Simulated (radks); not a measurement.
Task: These are the eigenvalues of the occupied orbitals of an atom or ion with whole-number occupations (hartree). All-electron calculation, non-relativistic Kohn-Sham, PBE, spin-polarised, spherical densities, point nucleus. Program: a radial shooting solver on a logarithmic mesh with Libxc functionals.

| orbital | eigenvalue |
|---|---|
| 1s up | -245.3519 |
| 1s down | -245.3026 |
| 2s up | -37.67247 |
| 2s down | -37.62965 |
| 2p up | -33.90434 |
| 2p down | -33.84399 |
| 3s up | -12.11616 |
| 3s down | -11.87258 |
| 3p up | -10.95798 |

Which element is it, and in what charge state? The configuration may be excited. Open shells, if any, are filled with parallel spins first.

Result: Z = 25, manganese, charge +11: Mn11+ in [Ne] 3s2 3p2. The list shows which subshells hold electrons but not how many an open one holds; the 1s level, -245.35 hartree, gives Z - s = 22.2 by -(Z - s)^2/2, which with screening narrows Z to a few neighbours, and the depths of the outer levels then fix element, charge and occupations together.
